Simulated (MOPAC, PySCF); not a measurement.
C4H12GeO4, SMILES `C[O][Ge]([O]C)([O]C)[O]C`, neutral singlet in the gas phase. 

Z-matrix (Å, degrees):
```
Ge
O 1 1.7624
C 2 1.4175 1 120.99
H 3 1.1014 2 107.94 1 172.34
H 3 1.1038 4 108.62 2 121.57
H 3 1.1054 4 108.20 5 117.35
O 1 1.7624 2 106.82 3 -46.53
C 7 1.4175 1 120.99 2 170.01
H 8 1.1014 7 107.94 1 -172.43
H 8 1.1038 9 108.62 7 -121.57
H 8 1.1054 9 108.20 10 -117.35
O 1 1.7624 2 114.93 3 71.75
C 12 1.4175 1 120.99 2 71.74
H 13 1.1014 12 107.94 1 172.37
H 13 1.1038 14 108.62 12 121.57
H 13 1.1055 14 108.20 15 117.34
O 1 1.7624 2 106.81 3 -169.98
C 17 1.4175 1 121.00 2 46.51
H 18 1.1014 17 107.94 1 -172.35
H 18 1.1038 19 108.62 17 -121.57
H 18 1.1055 19 108.20 20 -117.35
```
Charge 0, spin multiplicity 1.

All levels are single points at this geometry (B3LYP-D3(BJ)/def2-SVP); Pople sets use spherical d functions. Orbital energies aren't observables, and empty levels follow the basis.

SVWN5/6-31G* in PySCF gives dipole (D) = 0.00.

Estimate the dipole (D) from each of these levels: B3LYP-D3(BJ)/def2-TZVP in PySCF; PBE-D3(BJ)/def2-TZVP in PySCF; B3LYP/3-21G in PySCF; B3LYP/6-311+G** (LANL2DZ on Ge) in PySCF; B3LYP/6-31G* in PySCF; B3LYP/LANL2DZ in PySCF; BP86/6-31G* in PySCF; M06-2X/6-31G* in PySCF; HF/STO-3G in PySCF; AM1 in MOPAC; PM6 in MOPAC; PM7 in MOPAC.


```json
[
 {"level": "B3LYP-D3(BJ)/def2-TZVP in PySCF", "dipole (D)": "0.00"},
 {"level": "PBE-D3(BJ)/def2-TZVP in PySCF", "dipole (D)": "0.00"},
 {"level": "B3LYP/3-21G in PySCF", "dipole (D)": "0.00"},
 {"level": "B3LYP/6-311+G** (LANL2DZ on Ge) in PySCF", "dipole (D)": "0.00"},
 {"level": "B3LYP/6-31G* in PySCF", "dipole (D)": "0.00"},
 {"level": "B3LYP/LANL2DZ in PySCF", "dipole (D)": "0.00"},
 {"level": "BP86/6-31G* in PySCF", "dipole (D)": "0.00"},
 {"level": "M06-2X/6-31G* in PySCF", "dipole (D)": "0.00"},
 {"level": "HF/STO-3G in PySCF", "dipole (D)": "0.00"},
 {"level": "AM1 in MOPAC", "dipole (D)": "0.00"},
 {"level": "PM6 in MOPAC", "dipole (D)": "0.00"},
 {"level": "PM7 in MOPAC", "dipole (D)": "0.00"}
]
```
